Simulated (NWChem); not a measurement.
Species: BO, doublet; SMILES [B]=O

```xyz
2

B      0.0000     0.0000    -0.7376
O      0.0000     0.0000     0.4642
```
Atoms are numbered in this order, from 1.

Level: PBE0/def2-SVP, spin-unrestricted (NWChem), optimised geometry, unscaled harmonic frequencies. 

Task: List the harmonic frequencies with IR intensities, and the thermochemistry.

Result: 
```
frequency (cm⁻¹)  IR intensity (km/mol)
----------------  ---------------------
1969                               52.1
```

```json
{
 "zero_point_energy": "2.8 kcal/mol",
 "thermal correction to the enthalpy at 298.15 K (with zero-point energy)": "4.9 kcal/mol",
 "heat capacity Cv": "5.0 cal/(mol K)",
 "dipole_moment": "2.13 D"
}
```

Rigid rotor and harmonic oscillator.
